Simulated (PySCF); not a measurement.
Nb(NMe)(F)2(Cl) (CH3ClF2NNb), SMILES C[N]=[Nb]([F])([F])[Cl], multiplicity 1.

The structure is a stationary point at PBE0-D3(BJ)/def2-SVP. The spin state was assumed, not searched. The structure was generated by enumeration; whether it is a known compound was not checked. The def2 effective core potentials stand for the cores of Nb; spin–orbit coupling is left out.

Method: PBE/def2-TZVP (PySCF).

```json
{
 "total_energy": "-811.45807 hartree",
 "point_group": "Cs",
 "highest_occupied_level": "-6.86 eV",
 "lowest_empty_level": "-2.70 eV",
 "orbital_gap": "4.16 eV",
 "dipole_moment": "2.14 D",
 "quadrupole, principal values (traceless, Buckingham form, about the centre of nuclear charge)": "-5.80, -4.92, 10.72 D·Å",
 "mean_static_polarisability": "73.7 bohr³ (10.92 Å³)",
 "polarisability_principal_values": "57.0, 68.8, 95.2 bohr³"
}
```
